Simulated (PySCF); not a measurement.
CH₂ClF₃Si. Atoms are numbered in the order given.

```xyz
8

Si     0.9192     0.5878     0.0000
Cl    -0.3966     2.1655     0.0000
C     -0.0969    -1.0534     0.0000
F     -0.8771    -1.1705    -1.0791
F     -0.8771    -1.1705     1.0791
F      0.7509    -2.0961     0.0000
H      1.7423     0.6058    -1.2348
H      1.7423     0.6058     1.2348
```
Charge 0, spin multiplicity 1.

Coordinates come from a PBE0-D3(BJ)/def2-SVP optimisation.

Level of theory: PySCF with PBE0/def2-TZVP.

Atomic charges (e):

| atom | Löwdin | Mulliken | IAO |
|---|---|---|---|
| Si1 | … | 0.31 | 0.79 |
| Cl2 | … | -0.22 | -0.30 |
| C3 | -0.81 | 0.36 | 0.56 |
| F4 | … | -0.16 | -0.28 |
| F5 | … | -0.16 | -0.28 |
| F6 | … | -0.16 | -0.29 |
| H7 | -0.02 | 0.01 | -0.11 |
| H8 | -0.02 | 0.01 | -0.11 |

Q: Complete the blanks. (An estimate is asked for; the answer gives what the named calculation found.)

A: 
- Si1, Löwdin: 0.03
- Cl2, Löwdin: 0.24
- F4, Löwdin: 0.20
- F5, Löwdin: 0.20
- F6, Löwdin: 0.19

Computed Mayer and Wiberg (Löwdin basis) orders of the bonds:
```
bond     Mayer  Wiberg
-------  -----  ------
Si1–Cl2   1.19    1.87
Si1–C3    0.93    1.02
C3–F4     1.11    1.79
C3–F5     1.11    1.79
C3–F6     1.10    1.77
Si1–H7    0.94    0.93
Si1–H8    0.94    0.93
```
